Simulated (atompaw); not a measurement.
## An all-electron radial function and its pseudo partner (Ir)

Columns: radius, all-electron u(r) and pseudo u(r) of the 5d shell (level -7.18 eV) of iridium in the configuration [Kr] 4d10 4f14 5s2 5p6 5d7 6s2 6p0; PBEsol, scalar-relativistic, PAW (atompaw) scheme, atompaw 4.2.0.5.

```json
{"r (bohr)": "0.088", "all-electron": "0.2418", "pseudo": "0.0005"}
{"r (bohr)": "0.177", "all-electron": "0.0937", "pseudo": "0.0043"}
{"r (bohr)": "0.265", "all-electron": "-0.2442", "pseudo": "0.0141"}
{"r (bohr)": "0.354", "all-electron": "-0.3875", "pseudo": "0.0325"}
{"r (bohr)": "0.442", "all-electron": "-0.3199", "pseudo": "0.0607"}
{"r (bohr)": "0.531", "all-electron": "-0.1366", "pseudo": "0.1001"}
{"r (bohr)": "0.619", "all-electron": "0.0792", "pseudo": "0.1496"}
{"r (bohr)": "0.708", "all-electron": "0.2867", "pseudo": "0.2089"}
{"r (bohr)": "0.796", "all-electron": "0.4608", "pseudo": "0.2749"}
{"r (bohr)": "0.885", "all-electron": "0.5988", "pseudo": "0.3461"}
{"r (bohr)": "0.973", "all-electron": "0.6988", "pseudo": "0.4178"}
{"r (bohr)": "1.062", "all-electron": "0.7672", "pseudo": "0.4883"}
{"r (bohr)": "1.150", "all-electron": "0.8081", "pseudo": "0.5526"}
{"r (bohr)": "1.238", "all-electron": "0.8276", "pseudo": "0.6087"}
{"r (bohr)": "1.327", "all-electron": "0.8307", "pseudo": "0.6547"}
{"r (bohr)": "1.415", "all-electron": "0.8213", "pseudo": "0.6880"}
{"r (bohr)": "1.504", "all-electron": "0.8027", "pseudo": "0.7086"}
{"r (bohr)": "1.592", "all-electron": "0.7779", "pseudo": "0.7162"}
{"r (bohr)": "1.681", "all-electron": "0.7485", "pseudo": "0.7119"}
{"r (bohr)": "1.769", "all-electron": "0.7168", "pseudo": "0.6976"}
{"r (bohr)": "1.858", "all-electron": "0.6832", "pseudo": "0.6749"}
{"r (bohr)": "1.946", "all-electron": "0.6494", "pseudo": "0.6468"}
{"r (bohr)": "2.035", "all-electron": "0.6152", "pseudo": "0.6149"}
{"r (bohr)": "2.123", "all-electron": "0.5820", "pseudo": "0.5822"}
{"r (bohr)": "2.212", "all-electron": "0.5492", "pseudo": "0.5493"}
{"r (bohr)": "2.300", "all-electron": "0.5179", "pseudo": "0.5179"}
```

Task: How many radial nodes do the two functions have?

Result: The all-electron 5d function has n − l − 1 = 2; the pseudo-wave has 0, since the states of the same l below it are removed with the core.

Task: Where does each function peak?

Result: Outermost all-electron maximum near 1.33 bohr, pseudo maximum near 1.59 bohr (to the table’s step).

Task: Is the pseudo-wave norm-conserving?

Result: No, it belongs to a PAW set: the norm inside the radius is not constrained, and the difference is carried by the augmentation charge.
